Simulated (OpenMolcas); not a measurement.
Lines of N IV: computed and rescaled rates

```json
{
  "Program": "OpenMolcas",
  "Method": "MS-CASPT2, IPEA 0.25 Eh, imaginary shift 0.1 Eh (closed shells correlated: 1s)",
  "Basis": "ANO-RCC-VTZP [4s3p2d1f]",
  "Scalar Hamiltonian": "DKH2, point nucleus",
  "Active space": "2 electrons in 8 orbitals (2s 2p 3s 3p)",
  "State averaging": "2S+1 = 3 even, 3 roots; 2S+1 = 1 even, 7 roots; 2S+1 = 3 odd, 3 roots; 2S+1 = 1 odd, 3 roots",
  "Spin-orbit coupling": "state interaction with AMFI integrals over the reference wave functions, term energies averaged over their components"
}
```

Rates come from the transition moments of the reference wave functions (E1 and E2 in the length form). At fixed line strength A goes as λ^-3 for E1 and M1 and as λ^-5 for E2, so a rate at the computed wavelength can be rescaled to the measured one. Measured vacuum wavelengths follow from level energies in Moore, Selected Tables of Atomic Spectra, NSRDS-NBS 3, section 4. Branching counts decays inside the model space alone, at computed energies, and the table is only a selection of the E1 lines, drawn from those between levels with measured partners whose computed energy lies within a factor of 1.5 of the measured one.

```tsv
Upper	Lower	Type	λ computed (nm)	λ measured (nm)	A computed (s-1)	A rescaled (s-1)	Branching %
2p² ¹D₂	2s 2p ¹P°₁	E1	173.6	171.9	3.02e+08	3.11e+08	100.0
2s 2p ³P°₁	2s² ¹S₀	E1	148.6	148.6	5.17e+02		100.0
2p² ¹S₀	2s 2p ¹P°₁	E1	95.78	95.53	3.81e+09	3.84e+09	100.0
2p² ³P₁	2s 2p ³P°₂	E1	92.16	92.43	8.01e+08	7.94e+08	41.5
2p² ³P₀	2s 2p ³P°₁	E1	92.1	92.37	1.93e+09	1.91e+09	100.0
2p² ³P₂	2s 2p ³P°₂	E1	92.05	92.32	1.45e+09	1.44e+09	74.9
2p² ³P₁	2s 2p ³P°₁	E1	92.04	92.31	4.82e+08	4.78e+08	25.0
2p² ³P₁	2s 2p ³P°₀	E1	91.98	92.25	6.44e+08	6.38e+08	33.4
2p² ³P₂	2s 2p ³P°₁	E1	91.93	92.2	4.84e+08	4.80e+08	25.1
2s 2p ¹P°₁	2s² ¹S₀	E1	75.3	76.51	2.33e+09	2.22e+09	100.0
```

Spin-changing lines and M1 lines between different terms are not rescaled, since their strength hangs on the term gaps too.

The largest correction is for 2s 2p ¹P°₁ → 2s² ¹S₀ (E1): 2.33e+09 × (75.3 / 76.51)^3 = 2.22e+09 s-1, a factor of 0.95.

The computed rate and branching of 2s 2p ¹P°₁ → 2s² ¹S₀ give the upper level a radiative lifetime of 1.000 / 2.33e+09 s-1 = 4.29e-10 s, counting decays inside the model space alone. The rescaled rate gives about 4.5e-10 s.

No measured rate stands beside these. Rescaling mends the energy factor alone: line strengths can still be far off where a level mixes with configurations outside the active space, and weak or spin-changing lines hang on small mixing coefficients that depend on the term gaps too, so rescaling need not improve them.

Active for correlation alone: 3p 3s; no level in the range computed is led by a configuration that fills them, so any true level of that kind is missing. Computed and measured levels are paired by configuration, term and J; levels that our copy of the source lacks, or whose pairing is in doubt (as where it misses far off the trend of its configuration), stay unpaired. Only configurations of the active space appear.

° marks odd parity.
